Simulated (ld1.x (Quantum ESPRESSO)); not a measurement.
**fluorine: variants of one TM potential**

Base potential:

```
Element                 : F (Z = 9)
Generator               : ld1.x (Quantum ESPRESSO) 7.5
Type                    : norm-conserving Troullier–Martins (Kleinman–Bylander form)
Functional              : LDA (PZ)
Relativity              : scalar-relativistic
Frozen core             : [He]
Valence charge          : 7
Reference configuration : 2s2 2p3 (charge +2)
Partial waves           : 2p (bound): rc 1.15 bohr; 3d channel at -0.2 Ry: rc 1.10 bohr; 2s (bound): rc 0.50 bohr
Local potential         : the s channel
Core correction         : Bessel-smoothed model core inside 0.25 bohr
```

Cutoffs, loose and tight: the cutoffs (Ry, on a coarse ladder) from which the occupation-weighted sum of valence levels, in a spherical-Bessel basis at the reference potential, stays within 10 and 1 mRy of its value at 400 Ry. They do not see the model core or the augmentation charge, which bear on the density cutoff. Test errors are all-electron minus pseudo excitation energies from the reference, over the configurations 2s2 2p5; 2s2 2p4; 2s2 2p2; 2s1 2p5; 2s1 2p6; 2s2 2p4.5; 2s2 2p1 (two spin-polarised tests are not counted in the largest error). A dash means not determined; rows that change the core or the reference have their own tests.

Cutoffs are not given where the Bessel-basis levels miss the radial ones by over 6 mRy, ghosts where they miss by over 20 mRy; a channel whose overlap is not positive is not tested.

```tsv
change	outcome	bound ghosts	largest test error (meV)
base	generated	none	+494
local potential the d channel	generated	none	+510
all radii but the core radius scaled by about 0.82 (s 0.42, p 0.94, d 0.90 bohr)	generated	not determined	+276
wave 3d channel at -0.2 Ry: rc 1.10 bohr becomes 3d channel at -0.2 Ry: rc 0.92 bohr	generated	none	+494
type RRKJ	generated	none	+640
wave 2p (bound): rc 1.15 bohr becomes 2p (bound): rc 1.26 bohr	generated	none	+737
wave 3d channel at -0.2 Ry: rc 1.10 bohr becomes 3d channel at 1.7 Ry: rc 1.10 bohr	generated	none	+494
```
